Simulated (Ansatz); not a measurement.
Species: Cl3Ga, SMILES `[Cl][Ga]([Cl])[Cl]` (charge 0, multiplicity 1).

### Question
Give a relaxed geometry from PBE0-D3(BJ)/def2-TZVP (Ansatz, an electronic-structure program).

### Answer
the end point of this relaxation (outside a Z-matrix the atoms follow the SMILES, hydrogens last).
Z-matrix (Å, degrees):
```
Ga
Cl 1 2.1120
Cl 1 2.1121 2 120.00
Cl 1 2.1121 2 120.00 3 -180.00
```
